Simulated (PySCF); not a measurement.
Predicted microwave data (PBE0-D3(BJ)/def2-SVP geometry optimisation, gas phase in PySCF 2.14.0) for one isomer of C3H8GaN:

```
Rotational constants : A = 16376, B = 846.5, C = 822.9 MHz
Dipole components    : |μa| = 7.83 D, |μb| = 0.76 D, |μc| = 0.01 D
Inertial defect      : -13.76 u·Å²
κ                    : -1.00
```

Problem. Which structure is it? (One computed conformer of each.)
A. `CC#[N+][GaH2-][CH3]`
B. `CCC#[N+][GaH3-]`

Solution. B. It is CCC#[N+][GaH3-]. The candidates at the same level (rigid rotor, commonest isotopes):

```json
{"SMILES": "CC#[N+][GaH2-][CH3]", "A (MHz)": "8302", "B (MHz)": "1213", "C (MHz)": "1090", "μa (D)": "7.28", "μb (D)": "1.27", "μc (D)": "0.00", "Δ (u·Å²)": "-13.86", "point group": "–", "rotor": "near-prolate asymmetric top"}
{"SMILES": "CCC#[N+][GaH3-]", "A (MHz)": "16376", "B (MHz)": "846.5", "C (MHz)": "822.9", "μa (D)": "7.83", "μb (D)": "0.76", "μc (D)": "0.01", "Δ (u·Å²)": "-13.76", "point group": "near Cs", "rotor": "–"}
```

`CC#[N+][GaH2-][CH3]` has A 49 % too low. No structure here is proved a minimum.
